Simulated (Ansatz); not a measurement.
```yaml
crystal:
  periodic: [false, false, false]
  atoms:
    - {symbol: C, position_ang: [0.859359, -0.632333, 0.469794]}
    - {symbol: C, position_ang: [0.859359, -0.932333, 0.169794]}
    - {symbol: C, position_ang: [1.488087, 0.278739, 0.473081]}
    - {symbol: N, position_ang: [-0.321276, -0.692646, -0.404481]}
    - {symbol: Hf, position_ang: [-1.185173, 0.905214, -0.892941]}
    - {symbol: O, position_ang: [-1.650433, 1.845485, 0.555387]}
    - {symbol: O, position_ang: [-0.101214, 1.922072, -1.887082]}
    - {symbol: O, position_ang: [-2.628520, 0.342425, -1.770452]}
    - {symbol: H, position_ang: [1.612377, -1.932326, 1.728265]}
    - {symbol: H, position_ang: [0.267445, -2.595746, 1.098708]}
    - {symbol: H, position_ang: [0.154623, -1.245894, 2.000323]}
    - {symbol: H, position_ang: [1.458746, -1.431677, -0.477458]}
    - {symbol: H, position_ang: [1.622867, 0.834093, -0.354914]}
    - {symbol: H, position_ang: [0.932933, 0.808660, 1.127291]}
    - {symbol: H, position_ang: [2.388225, 0.123989, 0.891240]}
    - {symbol: H, position_ang: [-0.774178, -1.489461, -0.576572]}
    - {symbol: H, position_ang: [-1.845258, 1.883789, 1.407953]}
    - {symbol: H, position_ang: [0.299522, 2.677257, -2.074375]}
    - {symbol: H, position_ang: [-3.296279, 0.421584, -2.330673]}
basis:
  gaussian: {orbitals: def2-SVP, point_charges: [{charge: 0.50, position_ang: [6.429, -0.168, -0.307]}]}
total_charge: 1
magnetization: {spin_polarized: true, initial_magnetization: 1}
hamiltonian: {xc: {name: SPW92}, pseudopotentials: {relativity: scalar}}
```

```sh
$ ansatz run in.yaml --threads 4 --pin off --events-out ev --progress --plain --max-ram 66560MiB --backend cpu
```

Output, abridged:

```
Functional definition: SPW92
2027 factors; their error is unknown
mean field evaluation 1: about -11774.0741 eV, gradient 1.6e2 eV
mean field evaluation 2: about -11257.4950 eV, gradient 3.4e2 eV
mean field evaluation 4: about -11795.6536 eV, gradient 1.2e2 eV
mean field evaluation 8: about -11894.5955 eV, gradient 1.4e1 eV
mean field evaluation 16: about -11896.6534 eV, gradient 3.9e-1 eV
mean field evaluation 32: about -11896.5451 eV, gradient 1.6e-5 eV
mean field -11896.54513941 eV, -437.1899701055 hartree, gradient 4.3e-6 eV, S^2 0.810425; 8 other end points of the search recorded, 0 dependent functions left out
reference -11896.54522042 eV, -437.1899730824 hartree; 36, 35 occupied and 149, 150 virtual orbitals, 2027 factors
Total energy: -11896.54522042 eV, -437.1899730824 hartree
Relativity: scalar
```

Question: Something in this input is off. What?

Answer: One atom was put on top of another. Self-consistency was reached. The result belongs to that input, not to the molecule as meant.
